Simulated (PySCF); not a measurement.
C2H9AlSi.
Bonds: Al1–C2, C2–C3, C3–Si4. Hydrogens: H5, H6 on Al1; H7, H8 on C2; H9, H10 on C3; H11, H12, H13 on Si4.

Method: PySCF, PBE0-D3(BJ)/def2-SVP geometry optimisation, gas phase; density fitting, grid level 1; the optimiser is geomeTRIC in internal coordinates, started from a GFN2-xTB structure with every atom displaced at random (about 0.01 Å).

Step 0: E = -16679.2031 eV
```
atom  x, y, z in Å  |  force x, y, z in eV/Å
Al1     2.2782    0.8782    0.2265   -1.042   0.806  -0.851
C2      0.3528    0.8109   -0.3908    0.845  -0.616   0.566
C3     -0.1291   -0.4475    0.3683    0.626   0.521   0.446
Si4    -1.8962   -0.8663    0.0343   -0.441  -0.160   0.235
H5      2.7351   -0.2150    1.1851    0.231  -0.808   0.634
H6      3.3354    1.9572   -0.1481    0.331   0.438  -0.222
H7     -0.2705    1.6648   -0.1179   -0.030   0.474   0.111
H8      0.2117    0.6764   -1.4701    0.144   0.039  -0.287
H9      0.5301   -1.2863    0.1221   -0.014  -0.431  -0.095
H10     0.0510   -0.2983    1.4612   -0.340  -0.171  -0.319
H11    -2.3164   -2.0771    0.7854   -0.119  -0.219   0.054
H12    -2.7551    0.2629    0.4668   -0.173   0.211   0.062
H13    -2.1213   -1.0764   -1.4117   -0.019  -0.085  -0.335
```

Step 1: E = -16679.3865 eV
```
atom  x, y, z in Å  |  force x, y, z in eV/Å
Al1     2.3247    0.9521    0.1909   -0.483   0.185  -0.216
C2      0.4054    0.7573   -0.3331    0.186  -0.464   0.375
C3     -0.1449   -0.4972    0.4005    0.455   0.321   0.009
Si4    -1.9419   -0.8583    0.0190   -0.150  -0.025   0.121
H5      2.8544   -0.1492    1.1801    0.134  -0.226   0.185
H6      3.3235    2.0974   -0.2575    0.012   0.127  -0.113
H7     -0.2078    1.6318   -0.0555    0.101   0.166  -0.097
H8      0.2775    0.6248   -1.4219    0.070   0.156  -0.065
H9      0.4776   -1.3729    0.1582   -0.073  -0.179  -0.076
H10    -0.0113   -0.3808    1.4920   -0.167  -0.029  -0.004
H11    -2.4326   -2.0715    0.7398   -0.022  -0.074  -0.003
H12    -2.7832    0.2986    0.4438   -0.061   0.086   0.016
H13    -2.1357   -1.0485   -1.4456   -0.001  -0.045  -0.132
```

**Question.** Estimate the geometry and energy of step 2. (The exact step hangs on the optimiser's Hessian estimate; all steps are aligned on step 1, rigid shifts and turns removed.)

**Answer.** E = -16679.4356 eV, largest force 0.478 eV/Å
```
atom  x, y, z in Å  |  force x, y, z in eV/Å
Al1     2.3239    0.9603    0.1935    0.023   0.100  -0.058
C2      0.4269    0.7235   -0.2963    0.033  -0.385   0.282
C3     -0.1507   -0.5248    0.4214    0.136   0.186  -0.081
Si4    -1.9596   -0.8469    0.0100   -0.092   0.001   0.015
H5      2.9809   -0.1037    1.1803   -0.019  -0.040   0.021
H6      3.2450    2.1498   -0.3325   -0.047   0.039  -0.047
H7     -0.1613    1.6220   -0.0355    0.028   0.058  -0.022
H8      0.3178    0.6186   -1.3913    0.035   0.052  -0.033
H9      0.4399   -1.4262    0.1776   -0.056  -0.007  -0.050
H10    -0.0519   -0.4259    1.5174   -0.060   0.017  -0.004
H11    -2.4882   -2.0624    0.7079    0.006  -0.003  -0.016
H12    -2.7908    0.3285    0.4252    0.009  -0.006  -0.010
H13    -2.1261   -1.0296   -1.4669    0.003  -0.013   0.003
```

The energy changes by -0.0492 eV. The first-order estimate −F·Δx gives -0.0708 eV and the mean of the old and new forces, exact on a quadratic surface, -0.0488 eV. The step makes an angle of 75° with the force vector and moves no atom by more than 0.134 Å.

What follows is the cost of the whole optimisation. Hardware: one thread, Arm Neoverse V1 (aarch64), shared host. Cost: 30 s wall, 0.45 GiB resident at most.
